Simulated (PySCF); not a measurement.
# Spin-state energies of [FeCl5]2-

[FeCl5]2-: Fe(III) (d5), charge -2. The structure is a PBE0-D3(BJ)/def2-TZVP, IEF-PCM water geometry optimised for multiplicity 6; coordination trigonal bipyramidal, point group C2v, metal–donor distances 2.29–2.40 Å.

```
6

Fe    0.0000    0.0000    0.0000
Cl   -0.0092    0.0000    2.4003
Cl   -0.0092    0.0000   -2.4003
Cl    2.2854    0.0000    0.0000
Cl   -1.1156    2.0013    0.0000
Cl   -1.1156   -2.0013    0.0000
```

Method (PySCF 2.14, density fitting): CASSCF(5,5) with orbitals averaged over all microstates of the shell, strongly contracted NEVPT2 on the averaged canonical orbitals; basis x2c-TZVPall on the metal, x2c-SVPall elsewhere; spin-free X2C; IEF-PCM water; spin-orbit coupling by state interaction with the mean-field operator over all roots.

The unrestricted Kohn–Sham energies use the same basis, Hamiltonian, solvent and geometry. All energies are vertical, in cm⁻¹ above the lowest state with 2S+1 = 6; a negative value means that the lower spin is more stable. A dash marks a spin without a sound unrestricted solution.

| method | 2S+1 = 4 | 2S+1 = 2 |
| --- | --- | --- |
| BP86 | 4103 | – |

Q: What do CASSCF and NEVPT2 in the d shell give?

A: 
```
method  2S+1 = 4  2S+1 = 2
CASSCF     25088     38678
NEVPT2     15989     26932
```

The active space of the d orbitals alone lacks metal–ligand bonding pairs, which usually tilts NEVPT2 towards high spin.
